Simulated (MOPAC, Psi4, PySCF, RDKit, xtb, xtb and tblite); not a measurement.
Two geometries of SMILES COC[SiH2]B(O)O (C₂H₉BO₃Si), relaxed at GFN2-xTB with one dihedral held; other torsions can differ between them too.

Structure A

```
16

C     -2.1703    -0.9177     0.8407
O     -0.9787    -0.6258     0.1578
C     -0.9940     0.6340    -0.5043
Si     0.7768     0.7822    -1.2507
B      0.9092    -0.7801    -2.4593
O      1.6603    -0.7349    -3.5816
O      0.2377    -1.9351    -2.2007
H     -2.3749    -0.1663     1.6125
H     -2.0411    -1.8925     1.3088
H     -3.0237    -0.9513     0.1509
H     -1.2258     1.4262     0.2170
H     -1.7890     0.6470    -1.2624
H      0.8516     2.1344    -1.8299
H      1.6701     0.8031    -0.0801
H      1.6486    -1.5434    -4.1003
H     -0.2791    -1.9252    -1.3903
```

Structure B

```
16

C     -2.2060    -0.8833     0.8647
O     -1.0105    -0.6219     0.1787
C     -0.9973     0.6359    -0.4796
Si     0.7671     0.7448    -1.2476
B      0.6980    -0.3370    -2.9045
O      1.3494     0.0701    -4.0138
O     -0.0108    -1.4986    -2.9984
H     -2.3910    -0.1263     1.6371
H     -2.0990    -1.8606     1.3330
H     -3.0639    -0.8971     0.1789
H     -1.1930     1.4338     0.2477
H     -1.8040     0.6791    -1.2254
H      1.0460     2.1817    -1.4170
H      1.6609     0.2808    -0.1760
H      1.2483    -0.5097    -4.7733
H     -0.4600    -1.7821    -2.2022
```

### Question
Which is lower in energy at the level B3LYP-D3(BJ)/def2-SVP // GFN2-xTB run with Psi4, and by how much?

### Answer
A is lower, by 3.96 kcal/mol (dihedral O2–C3–Si4–B5: 60° in A, 80° in B).

E(B) − E(A) in kcal/mol at the other levels, on the same two geometries: GFN2-xTB (xtb and tblite) 2.08; B3LYP/def2-SVP // GFN2-xTB (Psi4) 3.64; PBE/def2-SVP // GFN2-xTB (Psi4) 3.78; PBE-D3(BJ)/def2-SVP // GFN2-xTB (Psi4) 3.98; UFF // GFN2-xTB (RDKit) -4.96; PM3, restricted, heats of formation // GFN2-xTB (MOPAC) -1.66; AM1, restricted, heats of formation // GFN2-xTB (MOPAC) 0.66; GFN1-xTB // GFN2-xTB (xtb) 1.95; restricted B3LYP/6-31G*, spherical d, density fitting // GFN2-xTB (PySCF) 3.46; restricted Hartree-Fock/6-31G*, spherical d, density fitting // GFN2-xTB (PySCF) 2.73; restricted M06-2X/6-31G*, spherical d, density fitting // GFN2-xTB (PySCF) 3.77; restricted B3LYP/LANL2DZ, with its core potentials past Ne // GFN2-xTB (PySCF) 3.96.
